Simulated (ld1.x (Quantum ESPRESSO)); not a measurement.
# How hard is this C (Z = 6) PAW potential?

| Property | Result |
| --- | --- |
| Element | carbon (C) |
| Generator | ld1.x (Quantum ESPRESSO) 7.5 |
| Type | PAW |
| Functional | revPBE |
| Relativity | scalar-relativistic |
| Frozen core | [He] |
| Valence charge | 4 |
| Reference configuration | 2s2 2p2 |
| Partial waves | 2s (bound): rcut 1.15, rcutus 1.25 bohr; 2s channel at -0.5 Ry: rcut 1.15, rcutus 1.25 bohr; 2p (bound): rcut 1.85, rcutus 2.05 bohr; 2p channel at 0.3 Ry: rcut 1.85, rcutus 2.05 bohr |
| Local potential | all-electron potential smoothed inside 1.30 bohr (lloc = -1) |
| Core correction | a·sin(br)/r model core, default radius (ld1.x builds one for every PAW set, though the input has nlcc=.false.) |
| Augmentation charge | BESSEL, radius 1.20 bohr |

The pseudo-atom Hamiltonian at the reference potential is diagonalised in spherical Bessel functions j_l(qr) that vanish at 20 bohr, with q² up to the cutoff. All-electron valence levels (Ry): 2s -1.0130, 2p -0.3850.

Question: How do the lowest levels (Ry) of each channel move with the cutoff, and are there ghosts?

Answer:

```csv
cutoff (Ry),s #1,p #1,d #1,f #1,f #2,Σ f·Δε (mRy)
8,-1.0118,-0.3102,0.0698,0.1157,0.2476,152.1
10,-1.0124,-0.3505,0.0698,0.1157,0.2476,70.2
15,-1.0125,-0.3832,0.0698,0.1157,0.2476,4.6
18,-1.0128,-0.3846,0.0698,0.1157,0.2476,1.2
25,-1.0129,-0.3849,0.0698,0.1157,0.2476,0.5
30,-1.0129,-0.3849,0.0698,0.1157,0.2476,0.4
400,-1.0130,-0.3850,0.0698,0.1157,0.2476,0.0
```

Result: no extra level below or beside the all-electron valence levels (s, p, d, f tested); 10 mRy is reached at 15 Ry and 1 mRy at 21 Ry.
